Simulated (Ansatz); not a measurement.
BF3 (boron trifluoride): where methods fail along a bond

BF3: 4 atoms, total charge 0, spin state singlet. SMILES: `FB(F)F`. The coordinates come from a PBE0-D4/def2-TZVP relaxation.

```xyz
4

F     0.5439    0.2107    1.1743
B     0.0000    0.0000    0.0000
F    -0.2652   -1.2235   -0.3896
F    -0.2787    1.0128   -0.7847
```

The F1–B2 distance is scanned; the parts on either side stay rigid. Basis STO-3G, 4 core orbitals frozen in the correlated methods; program Ansatz 0.2.0. FCI is exact within this basis and core. Energies in eV from each method's value at 1.311 Å; methods without a U are spin-restricted. The shape above is that at 1.311 Å.

```json
{"distance (Å)": "1.311", "HF": "0.00", "PBE": "0.00", "PBE0": "0.00", "BHLYP": "0.00", "wB97X": "0.00", "wB97M-V": "0.00", "FCI": "0.00"}
{"distance (Å)": "1.639", "HF": "1.89", "PBE": "1.20", "PBE0": "1.47", "BHLYP": "1.66", "wB97X": "1.46", "wB97M-V": "1.48", "FCI": "1.40"}
{"distance (Å)": "1.967", "HF": "4.99", "PBE": "3.52", "PBE0": "4.04", "BHLYP": "4.40", "wB97X": "4.06", "wB97M-V": "4.09", "FCI": "3.60"}
{"distance (Å)": "2.622", "HF": "10.09", "PBE": "6.98", "PBE0": "7.89", "BHLYP": "8.68", "wB97X": "8.19", "wB97M-V": "8.22", "FCI": "5.73"}
{"distance (Å)": "3.278", "HF": "12.58", "PBE": "8.43", "PBE0": "9.59", "BHLYP": "10.67", "wB97X": "10.23", "wB97M-V": "10.28", "FCI": "6.02"}
```

Departure from the FCI curve at its largest: HF +6.56 eV at 3.28 Å; PBE +2.41 eV at 3.28 Å; PBE0 +3.57 eV at 3.28 Å; BHLYP +4.65 eV at 3.28 Å; wB97X +4.21 eV at 3.28 Å; wB97M-V +4.26 eV at 3.28 Å. Functionals converge differently with the basis, so for them the departure isn't an error alone. Restricted Hartree–Fock keeps the electrons paired, so it rises far too high as the bond breaks.
